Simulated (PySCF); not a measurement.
H4Sn, singlet, geometry from GFN2-xTB (such geometries of metal compounds can be far from the true shape) (core potentials on Sn).

Here is a job for PySCF.
```python
from pyscf import gto, scf, dft

mol = gto.M(
    atom='''
Sn    0.000000   -0.000000   -0.000000
H    -1.092443    1.126904   -0.470603
H     0.231785   -1.076256   -1.213574
H    -0.560183   -0.783687    1.325459
H     1.420841    0.733038    0.358718
''',
    basis='def2-svpd',
    ecp={'Sn': 'def2-svpd'},
    charge=0,
    spin=0,
    verbose=4,
)

mf = dft.RKS(mol)
mf.xc = 'pbe'
mf.grids.atom_grid = (99, 590)
mf.grids.prune = None
mf.kernel()
```

**Question.** What is the computed Mulliken (on the basis functions themselves) charges in atom order (PBE/def2-SVPD (PySCF))?

**Answer.** Sn1 -0.40, H2 0.10, H3 0.10, H4 0.10, H5 0.10

**Question.** Predict the total energy from PBE/def2-SVPD.

**Answer.** -216.6294 Eh

**Question.** What is the computed nuclear repulsion energy (PBE/def2-SVPD)?

**Answer.** 29.6068 Eh

**Question.** Predict the number of basis functions from PBE/def2-SVPD.

**Answer.** 64

**Question.** Estimate the HOMO energy that PBE/def2-SVPD returns for this input.

**Answer.** -8.01 eV

**Question.** Predict the dipole moment from PBE/def2-SVPD.

**Answer.** 0.00 D
